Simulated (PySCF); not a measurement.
SMILES [SiH3]O[SiH2]O[SiH2]Cl (H7ClO2Si3), B3LYP/def2-SVP optimised geometry.

```
13

Si     2.15    -1.50    -0.71
O      0.65    -1.63     0.00
Si    -0.99    -1.63     0.00
O     -1.58    -0.07     0.00
Si    -1.72     1.41     0.70
Cl    -1.35     1.29     2.74
H      3.11    -2.35     0.06
H      2.61    -0.09    -0.68
H      2.10    -1.97    -2.12
H     -1.50    -2.27    -1.24
H     -1.46    -2.33     1.22
H     -3.11     1.89     0.51
H     -0.73     2.35     0.11
```

Density from B3LYP/def2-TZVP (PySCF) at that geometry.

Minimum of the electron density along straight lines between bonded atoms, close to the bond critical point (lines longer than 1.1 times the sum of covalent radii, or with two minima, are not listed):

| bond | length / Å | ρ at the minimum / e bohr⁻³ | ∇²ρ there / e bohr⁻⁵ | position (fraction from the first atom) |
|---|---|---|---|---|
| Si1–O2 | 1.661 | 0.127 | 0.78 | 0.41 |
| O2–Si3 | 1.648 | 0.132 | 0.81 | 0.59 |
| Si3–O4 | 1.661 | 0.128 | 0.77 | 0.41 |
| O4–Si5 | 1.647 | 0.133 | 0.81 | 0.59 |
| Si5–Cl6 | 2.079 | 0.096 | 0.19 | 0.36 |
| Si1–H7 | 1.488 | 0.124 | 0.13 | 0.49 |
| Si1–H8 | 1.490 | 0.123 | 0.14 | 0.49 |
| Si1–H9 | 1.492 | 0.122 | 0.13 | 0.49 |
| Si3–H10 | 1.485 | 0.126 | 0.12 | 0.49 |
| Si3–H11 | 1.482 | 0.127 | 0.12 | 0.49 |
| Si5–H12 | 1.482 | 0.127 | 0.12 | 0.49 |
| Si5–H13 | 1.483 | 0.127 | 0.12 | 0.49 |
